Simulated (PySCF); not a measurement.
**Electron correlation in Ni³⁺ (nickel, charge +3)**

[Ar] 3d7, high-spin 4F determinant. All numbers are calculated (PySCF 2.14, scalar relativity by spin-free X2C-1e, in x2c-QZVPPall). Frozen: [Ne]; 15 electrons correlated.

MP2 pair energies summed by pair of shells (mhartree):

```csv
pair,energy,share (%)
3p-3d,-199.95,38.1
3d-3d,-186.77,35.6
3p-3p,-57.79,11.0
3s-3d,-45.44,8.7
3s-3p,-30.14,5.7
3s-3s,-4.76,0.9
```

Total MP2 correlation energy: -524.84 mhartree.

Same-spin part -168.69 and opposite-spin part -356.15 mhartree; SCS-MP2 scales them by 1/3 and 6/5 to -483.61 mhartree.

This basis was not built for core-valence correlation, so the inner-shell part is incomplete.
